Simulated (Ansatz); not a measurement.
Coupled-cluster diagnostics for Si(NCS)H3 (CH₃NSSi), Ansatz.

Geometry of the singlet (PBE-D4/def2-SVP):

| atom | x (Å) | y (Å) | z (Å) |
| --- | --- | --- | --- |
| Si1 | -0.363 | 1.015 | 0.248 |
| N2 | 0.198 | -0.578 | -0.139 |
| C3 | 0.600 | -1.685 | -0.411 |
| S4 | 1.126 | -3.136 | -0.767 |
| H5 | 0.275 | 1.456 | 1.533 |
| H6 | -1.856 | 0.980 | 0.400 |
| H7 | 0.019 | 1.948 | -0.864 |

Correlated methods freeze 12 core orbitals.

Estimate the CCSD(T) correlation energy, the shares of MP2 and (T), T1 and the reference's ⟨S²⟩ for: charge 0, singlet, own geometry in def2-TZVPP; charge 1, doublet, vertical in def2-TZVPP; and the rough time on 4 threads of Intel Xeon on a shared host.


| state | basis | correlation (eV) | MP2 share (%) | (T) share (%) | T1 | ⟨S²⟩ (pure) | wall time | remarks |
| --- | --- | --- | --- | --- | --- | --- | --- | --- |
| charge 0, singlet, own geometry | def2-TZVPP | -19.101 | 91.1 | 5.1 | 0.017 | 0.00 (0.00) | 39 s | – |
| charge 1, doublet, vertical | def2-TZVPP | -17.958 | 87.0 | 4.9 | 0.035 | 0.96 (0.75) | 7.3 min | spin-contaminated |
Customary marks for T1 are 0.02 (closed shells), 0.045 (open shells) and about 0.05 (3d metals). T1 exceeds 0.02 in 1 of 2 rows and 0.045 in 0; the higher it lies, the less the single-reference result can be trusted.
